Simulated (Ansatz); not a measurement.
The molecule TaGa, multiplicity 7 (an upper state: multiplicity 5 came lower at PBE0/def2-TZVPP). No spin–orbit coupling. Ga is treated without relativity.

Constants: fifth-degree fit in 1/R to seven points, most abundant isotopes. In def2 and cc sets the state is the lowest found near the PBE0 minimum, followed along R.

Codes used: Ansatz (an electronic-structure program) with Gaussian orbitals. Values without a source in brackets are computed. In def2 rows elements past Kr take small-core potentials, without spin–orbit coupling.

Energies at PBE0/def2-TZVPP:

| R (Å) | E (hartree) |
|---|---|
| 2.356770 | -1981.43329999 |
| 2.420124 | -1981.43726810 |
| 2.478410 | -1981.43915406 |
| 2.544298 | -1981.43967019 |
| 2.610186 | -1981.43884488 |
| 2.686211 | -1981.43663781 |
| 2.774907 | -1981.43285237 |

Problem. With a reduced mass of 49.9130 u, find the minimum, the force constant and the constants.

Solution. A fifth-degree polynomial in 1/R puts the minimum at r_e = 2.5340 Å with force constant 140 N/m. Then ω_e = (1/2πc)√(k/μ) = 218 cm⁻¹ and B_e = h/(8π²cμr_e²) = 0.05260 cm⁻¹; the cubic and quartic terms give α_e = 0.00018 and ω_e x_e = 0.58 cm⁻¹.
